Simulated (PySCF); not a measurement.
# Exercise with solution: entropy of an ideal gas

BF₂H₂N, SMILES NB(F)F.

Geometry: B3LYP-D3(BJ)/def2-SVP. One conformer was computed; it need not be the lowest.

B3LYP-D3(BJ)/def2-SVP (PySCF) gives the harmonic wavenumbers 381, 424, 478, 543, 664, 872, 889, 1435, 1443, 1606, 3618, 3723 cm⁻¹ and the rotational temperatures 0.4772, 0.4582, 0.2338 K. The molar mass is 64.83 g/mol, the symmetry number 2, the spin multiplicity 1.

**Question.** Work out the entropy at 298.15 K and 1 atm in the rigid-rotor, harmonic-oscillator model.

**Answer.** 
Translation (Sackur–Tetrode at 1 atm): S = R[1.5 ln M + 2.5 ln T − 1.16487] = 160.8 J/(mol K).
Rotation: q = (√π/σ) T^1.5/√(θA θB θC) = 20200, S = R[ln q + 3/2] = 94.9 J/(mol K).
Vibration: with u = 1.4388 ν/T, each mode gives R[u/(e^u − 1) − ln(1 − e^−u)]:
| ν (cm⁻¹) | modes | u | S (J/(mol K)) |
|---|---|---|---|
| 381 | 1 | 1.84 | 4.33 |
| 424 | 1 | 2.05 | 3.68 |
| 478 | 1 | 2.31 | 2.99 |
| 543 | 1 | 2.62 | 2.34 |
| 664 | 1 | 3.20 | 1.47 |
| 872 | 1 | 4.21 | 0.65 |
| 889 | 1 | 4.29 | 0.61 |
| 1435 | 1 | 6.92 | 0.06 |
| 1443 | 1 | 6.96 | 0.06 |
| 1606 | 1 | 7.75 | 0.03 |
The stiffer modes add less than 0.005 each. Sum 16.2 J/(mol K).
Spin: R ln 1 = 0.0 J/(mol K).
Total 271.9 J/(mol K); the program's own thermochemistry gives 271.9. Translation makes up 59 % and vibration 6 %. Anharmonicity, hindered rotation and orbital degeneracy are left out.
